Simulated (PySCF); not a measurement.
C2H6OSSi2.
Cartesian coordinates in Å at the PBE0-D3(BJ)/def2-SVP level; atoms count from 1:
```xyz
12
C2H6OSSi2 angstrom
C      1.1648   -1.2596    1.2665
C      1.1480   -0.4755    0.3351
Si     1.0598    0.7107   -1.0623
O      2.1682    0.3675   -2.2389
S     -0.9132    0.5944   -1.9015
Si    -2.0909    0.1644   -0.1489
H      1.1862   -1.9526    2.0893
H      1.3855    2.0736   -0.5858
H      2.1007   -0.4943   -2.6620
H     -1.6853    1.0329    0.9942
H     -3.4922    0.4785   -0.5492
H     -1.9938   -1.2686    0.2485
```

The closed-shell ground state was solved at several levels (PySCF, density fitting, gas phase, non-relativistic).

```json
{"level": "LC-wPBE/pcSseg-1", "basis functions": "153", "HOMO (eV)": "-10.26", "LUMO (eV)": "1.43", "gap (eV)": "11.69", "dipole (D)": "2.79"}
{"level": "BP86/pcSseg-1", "basis functions": "153", "HOMO (eV)": "-6.49", "LUMO (eV)": "-1.78", "gap (eV)": "4.71", "dipole (D)": "2.44"}
{"level": "B97-D/pcSseg-1", "basis functions": "153", "HOMO (eV)": "-6.34", "LUMO (eV)": "-1.54", "gap (eV)": "4.80", "dipole (D)": "2.43"}
{"level": "BHandHLYP/pcSseg-1", "basis functions": "153", "HOMO (eV)": "-8.64", "LUMO (eV)": "0.26", "gap (eV)": "8.90", "dipole (D)": "2.74"}
{"level": "HF/pcSseg-1", "basis functions": "153", "HOMO (eV)": "-10.36", "LUMO (eV)": "2.80", "gap (eV)": "13.16", "dipole (D)": "3.02"}
{"level": "PBE0/6-31G", "basis functions": "78", "HOMO (eV)": "-7.48", "LUMO (eV)": "-0.59", "gap (eV)": "6.89", "dipole (D)": "3.65"}
{"level": "KT2/pcSseg-1", "basis functions": "153", "HOMO (eV)": "-6.46", "LUMO (eV)": "-1.75", "gap (eV)": "4.71", "dipole (D)": "2.41"}
{"level": "mPW1PW91/pcSseg-1", "basis functions": "153", "HOMO (eV)": "-7.63", "LUMO (eV)": "-0.80", "gap (eV)": "6.83", "dipole (D)": "2.64"}
{"level": "PBE/pcSseg-1", "basis functions": "153", "HOMO (eV)": "-6.38", "LUMO (eV)": "-1.68", "gap (eV)": "4.70", "dipole (D)": "2.41"}
{"level": "PBE0/STO-3G", "basis functions": "48", "HOMO (eV)": "-3.58", "LUMO (eV)": "4.24", "gap (eV)": "7.82", "dipole (D)": "1.21"}
```

(1) Estimate the row for OPBE/pcSseg-1, a basis of 153 functions; the other rows only guide the guess.

(2) In the pcSseg-1 basis, how does the gap go with the fixed share of exact exchange?

(3) How far do the dipole and the HOMO energy spread over the levels?

## Answers

(1) HOMO -6.40 eV, LUMO -1.56 eV, gap 4.84 eV, dipole 2.46 D.

(2) PBE (0 %) 4.70 eV; BP86 (0 %) 4.71 eV; KT2 (0 %) 4.71 eV; B97-D (0 %) 4.80 eV; OPBE (0 %) 4.84 eV; mPW1PW91 (25 %) 6.83 eV; BHandHLYP (50 %) 8.90 eV; HF (100 %) 13.16 eV. Each rise in the share widens the gap here.

(3) The dipole runs from 1.21 to 3.65 D (mean 2.56 D) and the HOMO from -10.36 to -3.58 eV.

One conformer stands for the species.
